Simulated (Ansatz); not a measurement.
`[CH3][GeH2][Ga]([CH2]O)[Zn][Br]`. Total charge 0; spin multiplicity 1.

```xyz
15

C    -1.272   -0.095   -2.502
Ge   -1.825    0.076   -0.624
Ga    0.025    0.071    0.992
C     1.904   -0.104    0.346
O     2.773   -0.080    1.468
Zn   -0.143    0.260    3.410
Br   -0.318    0.438    5.673
H    -0.733   -1.031   -2.655
H    -0.618    0.732   -2.782
H    -2.146   -0.085   -3.155
H    -2.641    1.380   -0.465
H    -2.800   -1.076   -0.288
H     1.997   -1.039   -0.227
H     2.115    0.716   -0.357
H     3.682   -0.163    1.165
```

**Question.** List the harmonic frequencies (cm⁻¹, unscaled) at PBE0-D4/def2-TZVP in Ansatz. (Best estimate.)

**Answer.** Computed: 16, 22, 44, 48, 58, 79, 105, 114, 136, 169, 226, 294, 303, 322, 339, 542, 574, 592, 638, 645, 828, 867, 871, 1058, 1158, 1219, 1259, 1329, 1456, 1458, 1468, 2100, 2104, 2974, 3012, 3063, 3155, 3155, 3834.

**Question.** Is this a minimum?

**Answer.** Yes, all 39 modes are real.

**Question.** Give the ideal-gas thermochemistry at 298.15 K and 1 bar (rigid rotor, harmonic oscillator; point group Cs, symmetry number 1).

**Answer.** Zero-point energy 249.0 kJ/mol; H(298) − E = 287.9 kJ/mol; entropy 546.1 J/(mol·K), of which translation 181.4, rotation 138.2, vibration 226.5; G(298) − E = 125.1 kJ/mol. Modes under 100 cm⁻¹ are hindered rotations or soft bends, so the harmonic entropy is rough.
